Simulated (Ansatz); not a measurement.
`F[CH]([AlH2])[SiH3]` → `F[CH2][AlH2]` + `[SiH2]` at 298.15 K and 1 bar (silylene formation by 1,1-elimination).

Calculated with Ansatz (gas phase, PBE0-D4/def2-TZVP geometries, no zero-point term in ΔE). CCSD(T)/CBS adds triple-zeta CCSD(T) − MP2 to the extrapolated MP2 energy (def2 sets, frozen cores). This one scheme is used for every species.

| species | CCSD(T)/CBS energy (Eh) | H − E (kJ/mol) | S (J/(mol·K)) |
| --- | --- | --- | --- |
| `F[CH]([AlH2])[SiH3]` | -672.50092 | 170.0 | 348.0 |
| `F[CH2][AlH2]` | -382.22364 | 124.9 | 292.3 |
| `[SiH2]` | -290.19011 | 40.6 | 207.5 |

H − E and S are ideal-gas, rigid-rotor, harmonic terms from PBE0-D4/def2-TZVP, for one conformer and one mirror image of each species. 1 Eh = 2625.50 kJ/mol, R = 8.31446 J/(mol·K).

Question: By hand: ΔE, ΔH, ΔS and ΔG.

Answer: ΔE = (-382.22364) + (-290.19011) − (-672.50092) = 0.08717 Eh = 228.9 kJ/mol. Δ(H − E) = 124.9 + 40.6 − 170.0 = -4.5, so ΔH = 224.4 kJ/mol. ΔS = 292.3 + 207.5 − 348.0 = 151.8 J/(mol·K). ΔG = 224.4 − 298.15 × (151.8)/1000 = 179.1 kJ/mol.

Question: By hand: the equilibrium constant, and the temperature at which ΔG would vanish if ΔH and ΔS stayed fixed.

Answer: log₁₀ K = −ΔG/(RT ln 10) = -31.4. ΔG = 0 at ΔH/ΔS = 1478 K.

The number of gas molecules changes by +1, which sets the sign of ΔS. A doubt of 5 kJ/mol in ΔE shifts log₁₀ K by 0.9 here. Other conformers and mirror images would add mixing entropy, several J/(mol·K) or more a flexible species. These are equilibria of isolated gas molecules and say nothing of rates. Largest T1 diagnostic: 0.014 (customary marks: 0.02 for closed shells, 0.045 for open ones).
